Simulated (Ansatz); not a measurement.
Cost and result for the atomization energy of ClF9Si3Sn (`F[Si](F)(F)[Sn]([Cl])([Si](F)(F)F)[Si](F)(F)F`) (14 atoms, 13 bonds).

| atom | x (Å) | y (Å) | z (Å) |
| --- | --- | --- | --- |
| F1 | -1.6580 | -1.9959 | 1.7236 |
| Si2 | -2.1702 | -1.0286 | 0.5877 |
| F3 | -3.2550 | -0.0734 | 1.2117 |
| F4 | -2.8619 | -1.9029 | -0.5238 |
| Sn5 | -0.2048 | 0.3020 | -0.3700 |
| Cl6 | -1.1235 | 1.6587 | -2.0313 |
| Si7 | 1.5187 | -1.1654 | -1.5645 |
| F8 | 2.1983 | -2.1426 | -0.5294 |
| F9 | 2.6490 | -0.2923 | -2.2269 |
| F10 | 0.8440 | -2.0365 | -2.6889 |
| Si11 | 0.8420 | 1.9125 | 1.3215 |
| F12 | 1.4989 | 1.0967 | 2.5010 |
| F13 | -0.2407 | 2.8755 | 1.9369 |
| F14 | 1.9630 | 2.7922 | 0.6522 |

The species carries charge 0 and has multiplicity 1. Correlated methods include outer-core shells of Sn, which these sets cover unevenly. Sn: def2 effective core potential. The geometry is a stationary point of PBE0-D4/def2-TZVP. It is one conformer, not always the lowest. Program: Ansatz. All runs use 11 threads of an AMD EPYC 7R13 on a shared host and a whole NVIDIA H100 80 GB. Times are those of one run each, without the atoms' runs, and a repeat can differ threefold. Electronic energies, without spin–orbit coupling; frozen cores. CCSD(T)/CBS adds CCSD(T) − MP2 in def2-TZVPP to the MP2 limit, and its time is that of the two runs behind it. T1 = 0.013. With those shells the extrapolation isn't a true limit. HSE06 is the plane-wave form, built on full-range PBE exchange.

CCSD(T)/CBS is a level of theory with its own doubt, some kJ/mol a heavy atom from the limit and from the frozen cores, so smaller differences don't rank the functionals.

```json
{"level": "BLYP-D4/def2-TZVPP", "functions": "497", "wall time": "1.9 s", "atomization (kJ/mol)": "6075.9", "difference from CCSD(T)/CBS": "-104.4", "per bond": "-8.0"}
{"level": "HSE06-D4/def2-TZVPP", "functions": "497", "wall time": "2 s", "atomization (kJ/mol)": "6030.3", "difference from CCSD(T)/CBS": "-150.0", "per bond": "-11.5"}
{"level": "r2SCANh-D4/def2-TZVPP", "functions": "497", "wall time": "2.1 s", "atomization (kJ/mol)": "6063.6", "difference from CCSD(T)/CBS": "-116.7", "per bond": "-9.0"}
{"level": "CAM-B3LYP-D4/def2-TZVPP", "functions": "497", "wall time": "2.3 s", "atomization (kJ/mol)": "6122.0", "difference from CCSD(T)/CBS": "-58.3", "per bond": "-4.5"}
{"level": "B97M-V/def2-TZVPP", "functions": "497", "wall time": "2.5 s", "atomization (kJ/mol)": "6137.9", "difference from CCSD(T)/CBS": "-42.4", "per bond": "-3.3"}
{"level": "ωB97X-V/def2-TZVPP", "functions": "497", "wall time": "2.7 s", "atomization (kJ/mol)": "6139.4", "difference from CCSD(T)/CBS": "-40.9", "per bond": "-3.1"}
{"level": "B2PLYP/def2-TZVPP", "functions": "497", "wall time": "2.9 s", "atomization (kJ/mol)": "6016.8", "difference from CCSD(T)/CBS": "-163.5", "per bond": "-12.6"}
{"level": "RPA@PBE/def2-TZVPP", "functions": "497", "wall time": "3.1 s", "atomization (kJ/mol)": "5452.2", "difference from CCSD(T)/CBS": "-728.1", "per bond": "-56.0"}
{"level": "ωB97M-V/def2-TZVPP (with forces)", "functions": "497", "wall time": "3.7 s", "atomization (kJ/mol)": "6113.4", "difference from CCSD(T)/CBS": "-66.9", "per bond": "-5.1"}
{"level": "CCSD(T)/def2-SVP", "functions": "224", "wall time": "3.9 s", "atomization (kJ/mol)": "5472.9", "difference from CCSD(T)/CBS": "-707.4", "per bond": "-54.4"}
{"level": "MP2/def2-QZVPP", "functions": "875", "wall time": "4.7 s", "atomization (kJ/mol)": "6423.3", "difference from CCSD(T)/CBS": "243.0", "per bond": "18.7"}
{"level": "CCSD(T)/def2-TZVPP", "functions": "497", "wall time": "64 s", "atomization (kJ/mol)": "5946.0", "difference from CCSD(T)/CBS": "-234.3", "per bond": "-18.0"}
{"level": "CCSD(T)/CBS(def2)", "functions": "–", "wall time": "68 s", "atomization (kJ/mol)": "6180.3", "difference from CCSD(T)/CBS": "0.0", "per bond": "0.0"}
```

From r2SCAN to r2SCAN0 (25 % exact exchange), in def2-TZVPP and without D4, the atomization energy moves by −192.8 kJ/mol: exact exchange takes away binding that semilocal exchange gives to molecules. At CCSD(T), def2-SVP lies −707.4 kJ/mol from the extrapolated value and def2-TZVPP −234.3 kJ/mol: correlation converges slowly with the basis, and small sets miss more of it in the bonded molecule than in its fragments. Leaving LDA and LC-ωPBE aside and taking each functional with its dispersion term where it has one, the values, not all of them listed here, spread over 417.5 kJ/mol, from BHLYP-D4 to PBE-D4. LDA lies +949.4 kJ/mol from PBE without D4, its usual overbinding.

Spin–orbit coupling would lower the free Sn atoms strongly, and the atomization energy with them, by more than many differences here. For some Ge, Se and Sn compounds the MP2-based and the directly extrapolated limit differ by 10 to 25 kJ/mol.
